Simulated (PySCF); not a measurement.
# Calculated NMR parameters of CC[C@H]1C[Si@](F)(C(C)=O)C1

```yaml
Formula: C7H13FOSi
SMILES: CC[C@H]1C[Si@](F)(C(C)=O)C1
InChI: InChI=1S/C7H13FOSi/c1-3-7-4-10(8,5-7)6(2)9/h7H,3-5H2,1-2H3/t7-,10+
Point_group_of_the_computed_structure: C1
Degrees_of_unsaturation: 2
Carbon_signals: 6
Proton_signals: 6
```

Numbering as in the mapped SMILES `[CH3:1][CH2:2][C@H:3]1[CH2:4][Si@:5]([F:6])([C:7]([CH3:8])=[O:9])[CH2:10]1`; H(Xn) means a hydrogen on atom n. Ha(C4), Ha(C10) are cis to C2 on the ring; Hb(C4), Hb(C10) are trans to C2 on the ring.

One averaged value for each set of equivalent atoms, one computed conformer, gas phase, non-relativistic. σ from GIAO-PBE0/pcSseg-1; geometry: GFN2-xTB; PySCF 2.14.

Chemical shifts δ = σref − σ; TMS for ¹H (σref 31.72) and ¹³C (σref 186.93) and ²⁹Si (σref 349.16); CFCl3 for ¹⁹F (σref 170.95); ¹⁷O (σref 336.08) vs H2O, all at this level.

```tsv
carbon	δC, type	δH (multiplicity)	HMBC from (2–3 bonds)	span of the C tensor (ppm)
C1	14.5, CH3	0.96 (t)	H(C3), H(C2)	29
C2	38.4, CH2	1.41 (m)	Hb(C4)/Hb(C10), H(C3), Ha(C4)/Ha(C10), H(C1)	33
C3	30.5, CH	1.73 (m)	Hb(C4)/Hb(C10), H(C2), Ha(C4)/Ha(C10), H(C1)	23
C4/C10	32.3, CH2	Hb(C4) 2.02 (m); Ha(C4) 1.37 (m)	Hb(C4)/Hb(C10), H(C3), H(C2), Ha(C4)/Ha(C10)	62
C7	243.5, C	–	H(C8), Hb(C4)/Hb(C10), Ha(C4)/Ha(C10)	245
C8	42.2, CH3	2.62 (s)	–	80
```

Other nuclei:
```csv
atoms,nucleus,environment,δ (ppm),σ (ppm)
F6,¹⁹F,fluorine bonded to Si,-170.2,341.1
Si5,²⁹Si,"silicon bonded to 3 C, F, in a 4-membered ring",-4.1,353.2
O9,¹⁷O,carbonyl oxygen,842.5,-506.5
```

- Carbon types of the structure: 1 × C, 1 × CH, 3 × CH2, 2 × CH3, which accounts for all hydrogens.
- δC 243.5: carbonyl carbon.
- δC 38.4: sp3 CH2; aliphatic region, no heteroatom directly attached.
- δC 30.5: sp3 CH in a ring; aliphatic region, no heteroatom directly attached.
- δC 14.5: methyl carbon; saturated and bonded to C and H only.
- δH 2.62: hydrogen on a methyl carbon α to a carbonyl; α to C=O.

Splittings by ¹⁹F in the carbon and heteronuclear signals aren't shown, as no couplings were computed. Shifts are as computed. Against solution values, carbons near 30 ppm lie about +3 ppm off and those near 130 ppm about +5 ppm. Of 1309 compounds with measured shifts, 239 miss one by over three times the rms of a fit or turn the order of signals round; such compounds aren't used in these exercises. Unscaled 19F shifts against computed CFCl3 carry errors that often reach 10 to 50 ppm. Unscaled 17O shifts of doubly bonded oxygen tend to come out too high, by tens of ppm or more. Experimental scales use liquid or dissolved standards, which lie at an offset from isolated H2O (liquid H2O: subtract about 36 ppm). No couplings were computed; multiplicities are counted from neighbouring protons, with m where these are inequivalent, close in shift, in a saturated or five-membered ring or joined by F or P, and br s for small geminal =CH2 splittings.
